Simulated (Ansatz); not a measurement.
`N[SiH](O)CO` + HBr → `N[SiH](Br)CO` + H₂O  (ligand exchange at the Si–O bond)

Program: Ansatz. Geometries: PBE0-D4/def2-TZVP. ΔE: electronic, gas phase. CCSD(T)/CBS adds triple-zeta CCSD(T) − MP2 to the extrapolated MP2 energy (def2 sets, frozen cores). This one scheme is used for every species. DFT in def2-TZVPP. B3LYP here is the variant with VWN-RPA as its local correlation; programs differ in this. For Br outer-core shells are correlated without core-valence functions, which leaves a few kJ/mol of doubt a bond. Scalar relativity is left out up to krypton. One conformer a species, not always the lowest.

```json
{"level": "PBE-D4", "ΔE (kcal/mol)": "-3.5", "difference from CCSD(T)/CBS": "-0.9"}
{"level": "r2SCAN-D4", "ΔE (kcal/mol)": "-1.7", "difference from CCSD(T)/CBS": "0.9"}
{"level": "PBE0-D4", "ΔE (kcal/mol)": "-3.4", "difference from CCSD(T)/CBS": "-0.8"}
{"level": "B3LYP-D4", "ΔE (kcal/mol)": "-1.4", "difference from CCSD(T)/CBS": "1.2"}
{"level": "ωB97X-V", "ΔE (kcal/mol)": "-1.3", "difference from CCSD(T)/CBS": "1.3"}
{"level": "ωB97M-V", "ΔE (kcal/mol)": "-1.4", "difference from CCSD(T)/CBS": "1.2"}
{"level": "B2PLYP", "ΔE (kcal/mol)": "-0.6", "difference from CCSD(T)/CBS": "2.0"}
{"level": "PBE", "ΔE (kcal/mol)": "-2.8", "difference from CCSD(T)/CBS": "-0.2"}
{"level": "r2SCAN", "ΔE (kcal/mol)": "-1.5", "difference from CCSD(T)/CBS": "1.1"}
{"level": "PBE0", "ΔE (kcal/mol)": "-2.8", "difference from CCSD(T)/CBS": "-0.2"}
{"level": "B3LYP", "ΔE (kcal/mol)": "-0.2", "difference from CCSD(T)/CBS": "2.4"}
{"level": "HF/def2-TZVPP", "ΔE (kcal/mol)": "0.2", "difference from CCSD(T)/CBS": "2.8"}
{"level": "MP2/def2-TZVPP", "ΔE (kcal/mol)": "-2.1", "difference from CCSD(T)/CBS": "0.5"}
{"level": "SCS-MP2/def2-TZVPP", "ΔE (kcal/mol)": "-0.9", "difference from CCSD(T)/CBS": "1.7"}
{"level": "CCSD/def2-TZVPP", "ΔE (kcal/mol)": "-0.3", "difference from CCSD(T)/CBS": "2.3"}
{"level": "CCSD(T)/def2-TZVPP", "ΔE (kcal/mol)": "-0.7", "difference from CCSD(T)/CBS": "1.9"}
{"level": "HF/def2-QZVPP", "ΔE (kcal/mol)": "0.4", "difference from CCSD(T)/CBS": "3.0"}
{"level": "MP2/def2-QZVPP", "ΔE (kcal/mol)": "-3.2", "difference from CCSD(T)/CBS": "-0.6"}
{"level": "SCS-MP2/def2-QZVPP", "ΔE (kcal/mol)": "-1.9", "difference from CCSD(T)/CBS": "0.7"}
{"level": "HF/CBS(def2)", "ΔE (kcal/mol)": "0.4", "difference from CCSD(T)/CBS": "3.0"}
{"level": "MP2/CBS(def2)", "ΔE (kcal/mol)": "-4.1", "difference from CCSD(T)/CBS": "-1.5"}
{"level": "CCSD/CBS(def2)", "ΔE (kcal/mol)": "-2.3", "difference from CCSD(T)/CBS": "0.3"}
{"level": "CCSD(T)/CBS", "ΔE (kcal/mol)": "-2.6", "difference from CCSD(T)/CBS": "0"}
```

Largest T1 diagnostic among the species: 0.011.

The D4 term adds −1.2 kcal/mol with B3LYP and −0.6 kcal/mol with PBE0; it sums over pairs of atoms, weighted by their polarisabilities, and B3LYP, whose exchange is more repulsive, gets the larger term. In def2-TZVPP, CCSD(T) changes the Hartree–Fock value by −0.9 kcal/mol (the triples alone add −0.3 kcal/mol) and MP2 by −2.3 kcal/mol.

CCSD(T)/CBS has its own doubt, a few kJ/mol and more with outer-core shells, so smaller differences from it don't rank the levels.
